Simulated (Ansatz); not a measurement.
Gas-phase electronic energies from Ansatz, PBE0-D4/def2-TZVP geometries. CBS: MP2 limit from def2 TZ/QZ plus the TZ coupled-cluster correction, frozen cores. This one scheme is used for every species. DFT in def2-TZVPP. B3LYP here is the variant with VWN-RPA as its local correlation; programs differ in this. For Ga outer-core shells are correlated without core-valence functions, which leaves a few kJ/mol of doubt a bond. Scalar relativity is left out up to krypton. Each species was taken in one conformer, which may not be the lowest.

Consider the formal exchange of groups at a Ga–C bond: `N=[CH][GaH][CH2]N` + SiH₄ → `N[CH2][GaH][SiH3]` + `C=N`.

```json
{"level": "PBE-D4", "ΔE (kcal/mol)": "-11.2", "difference from CCSD(T)/CBS": "-1.0"}
{"level": "r2SCAN-D4", "ΔE (kcal/mol)": "-10.3", "difference from CCSD(T)/CBS": "-0.1"}
{"level": "PBE0-D4", "ΔE (kcal/mol)": "-11.9", "difference from CCSD(T)/CBS": "-1.7"}
{"level": "B3LYP-D4", "ΔE (kcal/mol)": "-9.9", "difference from CCSD(T)/CBS": "0.3"}
{"level": "ωB97X-V", "ΔE (kcal/mol)": "-9.9", "difference from CCSD(T)/CBS": "0.3"}
{"level": "PBE", "ΔE (kcal/mol)": "-11.0", "difference from CCSD(T)/CBS": "-0.8"}
{"level": "r2SCAN", "ΔE (kcal/mol)": "-10.3", "difference from CCSD(T)/CBS": "-0.1"}
{"level": "B3LYP", "ΔE (kcal/mol)": "-9.5", "difference from CCSD(T)/CBS": "0.7"}
{"level": "CCSD/def2-TZVPP", "ΔE (kcal/mol)": "-9.8", "difference from CCSD(T)/CBS": "0.4"}
{"level": "CCSD(T)/def2-TZVPP", "ΔE (kcal/mol)": "-9.6", "difference from CCSD(T)/CBS": "0.6"}
{"level": "HF/def2-QZVPP", "ΔE (kcal/mol)": "-9.2", "difference from CCSD(T)/CBS": "1.0"}
{"level": "MP2/def2-QZVPP", "ΔE (kcal/mol)": "-9.1", "difference from CCSD(T)/CBS": "1.1"}
{"level": "SCS-MP2/def2-QZVPP", "ΔE (kcal/mol)": "-8.6", "difference from CCSD(T)/CBS": "1.6"}
{"level": "HF/CBS(def2)", "ΔE (kcal/mol)": "-9.2", "difference from CCSD(T)/CBS": "1.0"}
{"level": "MP2/CBS(def2)", "ΔE (kcal/mol)": "-9.3", "difference from CCSD(T)/CBS": "0.9"}
{"level": "CCSD/CBS(def2)", "ΔE (kcal/mol)": "-10.4", "difference from CCSD(T)/CBS": "-0.2"}
{"level": "CCSD(T)/CBS", "ΔE (kcal/mol)": "-10.2", "difference from CCSD(T)/CBS": "0"}
```

Largest T1 diagnostic among the species: 0.013.

CCSD(T)/CBS has its own doubt, a few kJ/mol and more with outer-core shells, so smaller differences from it don't rank the levels.
